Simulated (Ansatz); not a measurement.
Input for Ansatz (a quantum-chemistry and plane-wave program): R-CCSD(T)/cc-pVDZ on C2H2O2 (SMILES O=CC=O), a point of a torsion scan.

Ansatz 0.2 input:
```yaml
crystal:
  periodic: [false, false, false]
  atoms:
    - {symbol: O, position_ang: [1.48100511, -0.08072234, -0.92549194]}
    - {symbol: C, position_ang: [0.75455781, -0.06260296, 0.02331075]}
    - {symbol: C, position_ang: [-0.75539309, 0.01220587, -0.05348536]}
    - {symbol: O, position_ang: [-1.49793606, -0.81256624, 0.38996833]}
    - {symbol: H, position_ang: [1.13379899, -0.11181083, 1.06381879]}
    - {symbol: H, position_ang: [-1.11831523, 0.91719198, -0.58096035]}
basis:
  gaussian:
    orbitals: cc-pVDZ
magnetization: {spin_polarized: false}
correlation: {method: ccsd_t, electrons: outside_noble_gas}
scf: {lower_state_search: off}
```

The head of its log:

```
WARN ansatz: RAYON_NUM_THREADS=1 ignored (pool sized by the plan → 1); use --threads N
Functional definition: HF
these checks for a lower state are left out or cut short: stability, starts, cluster_reference, orbital_swaps, neighbouring_geometries, increment
integrals: 0.04 GiB planned
604 factors; integrals over basis functions are off by at most 1.2e-3 eV
mean field: 0.10 GiB planned
mean field evaluation 1: about -6162.2027 eV, gradient 4.3e1 eV
mean field evaluation 2: about -6162.2065 eV, gradient 4.3e1 eV
mean field evaluation 4: about -6166.1009 eV, gradient 3.4e0 eV
mean field evaluation 8: about -6166.1710 eV, gradient 1.0e-1 eV
mean field -6166.17109905 eV, -226.6026083093 hartree, gradient 1.5e-6 eV, S^2 0.000000; 0 other end points of the search recorded, 0 dependent functions left out
4 core orbitals not correlated
reference -6166.17109905 eV, -226.6026083093 hartree; 11, 11 occupied and 51, 51 virtual orbitals, 604 factors
```

Q: Give the final energy of this run.

A: -227.2566 hartree (reference determinant -226.6026, T1 diagnostic 0.017).
